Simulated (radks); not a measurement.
Correlation energies from several functionals, in hartree. Species: Cd2+ [Kr] 4d10; Li+ [He]; Tc39+ [He] 2s2; Au [Xe] 4f14 5d10 6s1. Calculated with a radial shooting solver on a logarithmic mesh with Libxc functionals: non-relativistic Kohn-Sham, exchange-only B88, spin-polarised, spherical densities, point nucleus. Every spin shell is full or empty, so the densities are truly spherical. Functionals are evaluated on that one density, not self-consistently.

functional     Cd2+        Li+      Tc39+       Au
PW92        -4.4710   -0.13414   -0.50441  -8.2017
VWN5        -4.4908   -0.13479   -0.50608  -8.2353
Chachiyo    -4.4121   -0.13089   -0.50112  -8.1108
LYP         -2.3665  -0.047682   -0.14236  -4.2820
PW91        -2.6900  -0.049944   -0.15395  -5.1797
AM05        -4.1650   -0.11682   -0.44275  -7.7266
OP (B88)    -2.3084  -0.060440   -0.17064  -4.1959
TPSS        -2.4911  -0.045208   -0.11458  -4.8265
revTPSS     -2.5193  -0.047947   -0.11764  -4.8680
SCAN        -2.4744  -0.040210   -0.12154  -4.8724
B95         -3.0309  -0.049902   -0.21996  -5.9782
Tao-Mo      -2.4042  -0.030630  -0.090856  -4.7209
